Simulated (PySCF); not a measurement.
C5H7O, SMILES O=C1C[CH]CC1, multiplicity 2.

The structure is a stationary point at B3LYP-D3(BJ)/def2-SVP. The isomer is the one that the SMILES or the coordinates give; other isomers of the formula were not compared. One conformer was computed; it need not be the lowest.

Computed with PySCF with PBE/def2-TZVP.

Gas-phase values at a fixed geometry.

```json
{
 "total_energy": "-269.67073 hartree",
 "α spin, highest occupied and lowest empty level": "-4.48 and -1.72 eV",
 "β spin, highest occupied and lowest empty level": "-5.59 and -2.54 eV",
 "dipole_moment": "2.75 D",
 "quadrupole, principal values (traceless, Buckingham form, about the centre of nuclear charge)": "-8.67, 3.44, 5.23 D·Å",
 "mean_static_polarisability": "60.1 bohr³ (8.91 Å³)",
 "polarisability_principal_values": "46.6, 64.3, 69.4 bohr³",
 "⟨S²⟩": "0.754 (pure state 0.75)"
}
```
